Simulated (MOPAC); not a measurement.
MOPAC input (AM1):

```
AM1 PRECISE GNORM=0.05 LET XYZ CHARGE=-1 GEO-OK AUX(PRECISION=9) THREADS=1
C2BCl2

C     2.86990500 1   -0.07346300 1    0.27203100 1
C     1.62417500 1   -0.04157500 1    0.15395100 1
B     0.18416900 1   -0.00471400 1    0.01745700 1
Cl   -0.77667900 1    1.52718400 1   -0.12967100 1
Cl   -0.86363400 1   -1.48519500 1   -0.02581000 1
```

From the output:

```
                                                       MOPAC v23.2.5 Linux

          FINAL HEAT OF FORMATION =         -1.36520 KCAL/MOL =      -5.71200 KJ/MOL

          COSMO AREA              =        126.90 SQUARE ANGSTROMS
          COSMO VOLUME            =        113.37 CUBIC ANGSTROMS

          GRADIENT NORM           =          0.02470          =       0.01105 PER ATOM
          IONIZATION POTENTIAL    =          4.799706 EV
          HOMO LUMO ENERGIES (EV) =         -4.800  4.944
          NO. OF FILLED LEVELS    =         13
          MOLECULAR WEIGHT        =        105.7380         POINT GROUP:  C2v

          MOLECULAR DIMENSIONS (Angstroms)

            Atom       Atom       Distance
           Cl     4    C     1     3.95653
           Cl     5   Cl     4     2.73615
            C     2    B     3     0.00000

          SCF CALCULATIONS        =         11

   ATOM   CHEMICAL          X               Y               Z
  NUMBER   SYMBOL      (ANGSTROMS)     (ANGSTROMS)     (ANGSTROMS)

     1       C          2.84564156  *  -0.07284220  *   0.26973094  *
     2       C          1.61840496  *  -0.04142725  *   0.15340434  *
     3       B          0.17326997  *  -0.00443738  *   0.01642391  *
     4      Cl         -0.76589521  *   1.49344333  *  -0.12740439  *
     5      Cl         -0.85091838  *  -1.45205441  *  -0.02584921  *

                             CARTESIAN COORDINATES

   1    C        2.845641560    -0.072842197     0.269730940
   2    C        1.618404959    -0.041427254     0.153404343
   3    B        0.173269971    -0.004437376     0.016423912
   4   Cl       -0.765895211     1.493443328    -0.127404390
   5   Cl       -0.850918385    -1.452054413    -0.025849210

           Empirical Formula: C2 B Cl2  =     5 atoms

      MOLECULAR POINT GROUP   :   C2v

                  EIGENVALUES
 -32.66186 -32.30475 -25.92830 -18.27024 -11.92119 -10.62458  -9.05897  -7.96378
  -7.88484  -7.42384  -5.14652  -4.80697  -4.79971   4.94397   5.67833   7.26129
   8.75365   9.11799  10.70917  12.71658

              NET ATOMIC CHARGES AND DIPOLE CONTRIBUTIONS

  ATOM NO.   TYPE          CHARGE      No. of ELECS.   s-Pop       p-Pop
    1          C          -0.171950        4.1719     1.71477     2.45718
    2          C          -0.672726        4.6727     1.28943     3.38330
    3          B           0.369518        2.6305     1.15699     1.47349
    4         Cl          -0.262424        7.2624     1.98118     5.28124
    5         Cl          -0.262419        7.2624     1.98118     5.28123
 DIPOLE           X         Y         Z       TOTAL
 POINT-CHG.    -5.317     0.136    -0.504     5.343
 HYBRID        -1.943     0.050    -0.184     1.953
 SUM           -7.261     0.186    -0.688     7.296

          ATOMIC ORBITAL ELECTRON POPULATIONS

     Atom    s        px        py        pz
    1  C   1.71477   1.10040   0.74443   0.61236
    2  C   1.28943   0.93550   1.21533   1.23247
    3  B   1.15699   0.65247   0.53708   0.28395
    4 Cl   1.98118   1.81544   1.53097   1.93483
    5 Cl   1.98118   1.78305   1.55970   1.93849

 **********************
 *                    *
 * JOB ENDED NORMALLY *
 *                    *
 **********************

 == MOPAC DONE ==
```

The dipole moment of an ion depends on the origin.

The geometry given is a B3LYP-D3(BJ)/def2-TZVP minimum.
